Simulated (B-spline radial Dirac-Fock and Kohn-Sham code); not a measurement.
## The K (1s) level from Ag to Pr

The computed values come from a radial atomic solver: multi-electron Dirac-Fock with separately optimised hole states, Breit and Lamb-shift corrections added in first order. Free neutral atoms, energies in eV. The model has no electron correlation. Relaxation, Breit and QED are contributions to the binding energy. "Screened" places the removed electron in the lowest shell with room, a model of an edge from the Fermi level; tabulated edges (Elam, Ravel and Sieber 2002) are for the standard state, and for monatomic gases they compare with the unscreened value. A dash: no value, or a hole state left out as unreliable.

```tsv
Z	element	binding	relaxation	Breit	QED	screened	tabulated edge
47	Ag	25521.1	-65.0	-52.12	-26.30	25513.9	25514
48	Cd	26718.0	-65.4	-55.78	-28.20	26712.8	26711
49	In	27947.2	-66.1	-59.63	-30.20	27940.8	27940
50	Sn	29207.4	-66.6	-63.65	-32.29	29199.7	29200
51	Sb	30498.8	-67.2	-67.87	-34.49	30489.9	30491
52	Te	31821.7	-67.8	-72.28	-36.79	31811.5	31814
53	I	33176.6	-68.4	-76.89	-39.19	33164.9	33169
54	Xe	34563.5	-69.0	-81.71	-41.70	34560.0	34561
55	Cs	35988.7	-69.6	-86.74	-44.32	35984.4	35985
56	Ba	37447.0	-70.1	-91.98	-47.06	37443.2	37441
57	La	38936.2	-70.9	-97.44	-49.92	38929.4	38925
58	Ce	40450.6	-72.2	-103.11	-52.90	40443.8	40443
59	Pr	41990.9	-74.2	-109.02	-56.01	41985.3	41991
```

Question: With what power of Z do the binding energy and the Breit term grow over this range?

Answer: Between the end points the binding energy grows as Z^2.19 and the Breit term as Z^3.25.
